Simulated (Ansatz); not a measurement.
Mulliken charges of `[CH3][Ge]([OH])([OH])[F]` from r2SCAN/def2-TZVPP in Ansatz (PBE0-D4/def2-TZVP geometry).

```csv
atom,x (Å),y (Å),z (Å),charge (e)
C1,-1.312,-0.609,-0.436,-0.295
Ge2,0.281,0.246,0.199,0.879
O3,0.886,-0.610,1.607,-0.437
O4,1.588,0.403,-0.974,-0.453
F5,-0.061,1.893,0.652,-0.387
H6,-2.015,-0.723,0.389,0.100
H7,-1.062,-1.592,-0.834,0.096
H8,-1.767,-0.005,-1.221,0.091
H9,1.792,-0.376,1.822,0.199
H10,1.753,1.322,-1.201,0.207
```

By hand: the dipole of these point charges (1 e Å = 4.8032 D).

Σ q r = (-0.194, -0.279, -0.248) e Å, of length 0.421 e Å = 2.02 D.

How does the dipole of the full density compare? (An estimate is asked.)

The calculation gave: (-0.037, -0.060, -0.213) e Å, 1.08 D; the point charges give 1.87 times that, at 36° from its direction.

Point charges leave out the atoms' own dipoles, such as those of lone pairs, and Mulliken's split depends on the basis, so the two needn't agree.
